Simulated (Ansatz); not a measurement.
Geometry optimisation, Ansatz 0.2.0, RKS r2SCAN-D4/STO-3G.

Input file:

```yaml
crystal:
  periodic: [false, false, false]
  atoms:
    - { symbol: C, position_ang: [-0.4408, 1.778, 0.1051] }
    - { symbol: C, position_ang: [-0.3717, 0.3315, 0.389] }
    - { symbol: C, position_ang: [1.073, -0.1888, 0.5097] }
    - { symbol: Si, position_ang: [0.5779, -1.8508, -0.1369] }
    - { symbol: C, position_ang: [-0.741, -0.6138, -0.8273] }
    - { symbol: H, position_ang: [-0.1222, 2.4302, 0.9368] }
    - { symbol: H, position_ang: [0.1145, 2.1052, -0.7902] }
    - { symbol: H, position_ang: [-1.4964, 2.1133, -0.0875] }
    - { symbol: H, position_ang: [-0.9638, 0.1325, 1.3321] }
    - { symbol: H, position_ang: [1.8299, 0.2883, -0.1229] }
    - { symbol: H, position_ang: [1.4933, -0.1979, 1.5622] }
    - { symbol: H, position_ang: [1.4001, -2.4822, -1.1364] }
    - { symbol: H, position_ang: [-0.1019, -2.7257, 0.9011] }
    - { symbol: H, position_ang: [-0.4877, -0.2168, -1.7801] }
    - { symbol: H, position_ang: [-1.785, -0.9538, -0.8254] }
basis:
  gaussian: { orbitals: STO-3G }
hamiltonian:
  xc: r2scan
  dispersion: d4
relax:
  f_tol: 0.02
  max_steps: 40
scf:
  lower_state_search: "off"
```

Command:

```bash
$ ansatz run input.yaml --threads 1 --pin off --max-ram 2048MiB --backend cpu --events-out ev --progress --plain --runs-dir out
```

Task: Where does it end, and by what steps?

Result: It converged. Limits of this set-up: minimal basis. After 6 steps the energy has fallen by 0.668 eV; H13 moved furthest, 0.39 Å.

```tsv
step	energy less start (eV)	largest force component (eV/Å)	accepted
0	0.0000	3.915	yes
1	-0.5864	0.986	yes
2	-0.6515	0.409	yes
3	-0.6623	0.111	yes
4	-0.6640	0.075	yes
5	-0.6673	0.024	yes
6	-0.6681	0.020	yes
```

```xyz
15
Properties=species:S:1:pos:R:3
C -0.411 1.848 0.000
C -0.365 0.351 0.394
C 1.079 -0.239 0.669
Si 0.560 -1.818 -0.215
C -0.837 -0.665 -0.726
H -0.024 2.476 0.816
H 0.202 2.025 -0.896
H -1.444 2.160 -0.220
H -0.988 0.200 1.295
H 1.841 0.333 0.123
H 1.356 -0.267 1.730
H 1.430 -2.342 -1.251
H 0.157 -2.896 0.666
H -0.696 -0.230 -1.726
H -1.882 -0.985 -0.630
```

Whether the end is a true minimum wasn't checked by a vibrational analysis.

Run time: 21 s on 1 thread of Arm Neoverse V2, on a shared host, peak memory 0.11 GiB.
